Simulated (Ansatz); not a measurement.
Consider the ligand exchange at the Si–N bond: `O[SiH](F)N[SiH2]F` + HI → `F[SiH2]I` + `N[SiH](O)F`.

Computed with Ansatz on PBE0-D4/def2-TZVP structures; ΔE is electronic, products minus reactants. CCSD(T)/CBS is the MP2 limit (def2-TZVPP, def2-QZVPP) plus CCSD(T) − MP2 in def2-TZVPP, frozen cores. This one scheme is used for every species. DFT in def2-TZVPP. B3LYP here is the variant with VWN-RPA as its local correlation; programs differ in this. def2 core potentials past Kr. For I outer-core shells are correlated without core-valence functions, which leaves a few kJ/mol of doubt a bond. One conformer a species, not always the lowest.

`O[SiH](F)N[SiH2]F`:

Cartesian coordinates in Å:
```
O 1.209 -0.114 -2.227
Si 0.083 0.533 -1.243
F -1.141 0.803 -2.216
N -0.364 -0.525 0.026
Si -0.449 -0.199 1.704
F 0.907 -0.611 2.449
H 2.004 -0.469 -1.826
H 0.486 1.814 -0.634
H -0.592 -1.472 -0.250
H -1.520 -1.015 2.316
H -0.623 1.254 1.901
```

HI:

```xyz
2

I     0.076    0.631    0.494
H    -0.076   -0.631   -0.494
```

`F[SiH2]I`:

Z-matrix (Å, degrees):
```
Si
F 1 1.592
I 1 2.422 2 109.3
H 1 1.476 2 108.3 3 -118.6
H 1 1.477 2 108.3 3 118.6
```

`N[SiH](O)F`:

```xyz
8

N     0.406   -0.407    1.038
Si    0.142    0.076   -0.570
O    -1.439    0.366   -0.832
F     1.040    1.384   -0.741
H     1.293   -0.241    1.483
H    -0.070   -1.201    1.434
H     0.531   -0.853   -1.646
H    -1.904    0.875   -0.166
```

```csv
level,ΔE (kJ/mol)
B3LYP-D4,-8.7
RPA@PBE/def2-TZVPP,1.2
```

**Question.** What does CCSD(T)/CBS give? (Estimate.)

**Answer.** Computed: -11.3 kJ/mol. The listed levels differ from it by 2.6, 12.5 kJ/mol.

Largest T1 diagnostic among the species: 0.012.

The D4 term adds +3.3 kJ/mol with B3LYP and +2.2 kJ/mol with PBE0; it sums over pairs of atoms, weighted by their polarisabilities, and B3LYP, whose exchange is more repulsive, gets the larger term. From BLYP to BHLYP (50 % exact exchange), in def2-TZVPP and without D4, ΔE moves by +4.5 kJ/mol.

CCSD(T)/CBS has its own doubt, a few kJ/mol and more with outer-core shells, so smaller differences from it don't rank the levels.
